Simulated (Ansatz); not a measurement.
Input file for AlBClFH$_{2}$O$_{2}$ (`[OH][AlH][O]B(F)Cl`):

```yaml
crystal:
  periodic: [false, false, false]
  atoms:
    - {symbol: O, position_ang: [-0.153940, -2.077814, -1.179734]}
    - {symbol: Al, position_ang: [-0.551204, -1.150943, 0.164373]}
    - {symbol: O, position_ang: [0.304336, 0.280278, 0.489084]}
    - {symbol: B, position_ang: [0.547659, 1.579088, 0.467355]}
    - {symbol: F, position_ang: [1.579294, 2.099339, 1.112445]}
    - {symbol: Cl, position_ang: [-0.482610, 2.709230, -0.428618]}
    - {symbol: H, position_ang: [0.511717, -1.870085, -1.832422]}
    - {symbol: H, position_ang: [-1.663051, -1.626192, 1.151717]}
basis:
  gaussian: {orbitals: def2-TZVPP}
correlation: {method: ccsd_t}
output: {orbitals: {seedname: orbitals}}
```

```sh
$ ansatz run in.yaml --threads 4 --pin off --events-out ev --progress --plain --max-ram 10444MiB
```

The program prints (abridged):

```
Functional definition: HF
1477 factors; integrals over basis functions are off by at most 1.1e-3 eV
mean field evaluation 1: about -26575.9650 eV, gradient 5.7e1 eV
mean field evaluation 2: about -26576.1517 eV, gradient 5.8e1 eV
mean field evaluation 4: about -26581.8910 eV, gradient 3.2e0 eV
mean field evaluation 8: about -26581.9570 eV, gradient 3.2e-1 eV
mean field -26581.95739055 eV, -976.8689162048 hartree, gradient 2.5e-6 eV, S^2 0.000000; 0 other end points of the search recorded, 0 dependent functions left out
14 core orbitals not correlated: weight in the atoms' cores, before any rotation towards them, 1.000 or more for the frozen orbitals, at most 0.000 for the correlated occupied ones
reference -26581.95739055 eV, -976.8689162048 hartree; 17, 17 occupied and 205, 205 virtual orbitals, 1477 factors
second order -29.17300213 eV of doubles, -0.00000000 eV of singles
cycle   1  -29.13739333 eV  change    3.6e-2 eV  update   1.1e-1
cycle   2  -29.74694158 eV  change   -6.1e-1 eV  update   3.2e-2
cycle   3  -29.89678905 eV  change   -1.5e-1 eV  update   1.7e-2
cycle   4  -29.87543396 eV  change    2.1e-2 eV  update   3.9e-3
cycle   5  -29.87299412 eV  change    2.4e-3 eV  update   1.7e-3
cycle   6  -29.87414011 eV  change   -1.1e-3 eV  update   4.8e-4
cycle   7  -29.87390349 eV  change    2.4e-4 eV  update   1.6e-4
cycle   8  -29.87379871 eV  change    1.0e-4 eV  update   5.1e-5
cycle   9  -29.87380628 eV  change   -7.6e-6 eV  update   1.9e-5
perturbative correction -1.06627307 eV, -0.0391848126 hartree
Total energy: -26612.89746990 eV, -978.0059431490 hartree
```

It took 100 s on 4 threads of an Arm Neoverse V2 on a shared host, with 4.4 GiB of host memory at the peak.

The correlation energy is -30.940 eV, 3.4 % of it from (T); the T1 diagnostic reads 0.0125.
